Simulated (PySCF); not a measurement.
Electronic absorption of C5H8OSi2

Species: C₅H₈OSi₂.
Geometry (GFN2-xTB, Å), atoms numbered from 1 in this order:
```
atom  x, y, z in Å
C1     2.2725    0.4444    1.3785
C2     1.3747   -0.2204    0.9453
C3     0.3253   -1.0325    0.3817
C4     0.7721   -1.5277   -1.0051
O5     1.4770   -2.4615   -1.2688
Si6   -0.3721   -0.2721   -1.9223
C7    -0.9214   -0.2290   -0.0809
Si8   -1.2515    1.4100    0.8254
H9     3.0446    1.0275    1.7833
H10    0.1042   -1.8529    1.0719
H11   -1.2994   -0.7899   -2.9235
H12    0.3378    0.9135   -2.3896
H13   -1.8049   -0.8595    0.0541
H14   -1.3200    1.1643    2.2672
H15   -2.5431    1.9125    0.3473
H16   -0.2033    2.3821    0.5241
```

Level of theory: PySCF, TDDFT B3LYP/def2-SVPD, vertical, gas phase, core orbitals frozen in the response.

**Question.** List the vertical singlet excitations with oscillator strengths and describe the spectrum.

**Answer.** 

```
state  E (eV)  E (hartree)       f  main configurations (H = HOMO, L = LUMO)
   S1    3.22       0.1183  0.0006                                 H→L (97%)
   S2    4.94       0.1816  0.0006                               H-1→L (99%)
   S3    5.07       0.1862   0.045                               H→L+1 (97%)
   S4    5.29       0.1943   0.012                               H-2→L (95%)
   S5    5.70       0.2093   0.030                               H-3→L (88%)
   S6    5.77       0.2121  0.0031                               H→L+2 (87%)
   S7    6.24       0.2292   0.015                H-1→L+1 (67%), H→L+4 (12%)
   S8    6.28       0.2309  0.0042     H→L+3 (55%), H→L+5 (12%), H-4→L (10%)
```

Triplets, Tamm–Dancoff:

```json
{"state": "T1", "E (eV)": "2.62", "λ (nm)": "473.2", "main configurations (H = HOMO, L = LUMO)": "H→L (96%)"}
{"state": "T2", "E (eV)": "4.70", "λ (nm)": "264.0", "main configurations (H = HOMO, L = LUMO)": "H→L+1 (80%), H-2→L (11%)"}
{"state": "T3", "E (eV)": "4.78", "λ (nm)": "259.4", "main configurations (H = HOMO, L = LUMO)": "H-1→L (81%), H-2→L (8%)"}
```

The lowest singlet lies at 3.22 eV (385 nm, visible) and is very weak; its leading configuration is HOMO→LUMO (97%). The strongest level in the table is S3 at 5.07 eV (245 nm, f = 0.045). Löwdin shares by element: HOMO oxygen 40%, carbon 28% or more, silicon 12% or more (atoms not listed hold the other 20%); LUMO carbon 42% or more, oxygen 29%, silicon 10% or more (atoms not listed hold the other 20%). Weighted by f, the mean energy of these states is 5.48 eV. The oscillator strengths of these states sum to 0.110; summed over the whole spectrum of an exact calculation they would give the number of electrons, 74 (Thomas–Reiche–Kuhn). The listed states span 3.07 eV, and the widest gap between neighbours is 1.72 eV (S1 to S2). S1 lies in the visible range (380 to 750 nm), at 385 nm, f = 0.0006; light of that wavelength is violet, and its complementary colour is yellow-green; a Tamm–Dancoff triplet lies at 473 nm, without intensity as long as spin–orbit coupling is left out. Only the lowest 8 singlets were computed, as vertical energies without vibronic structure.

One conformer stands for the species.
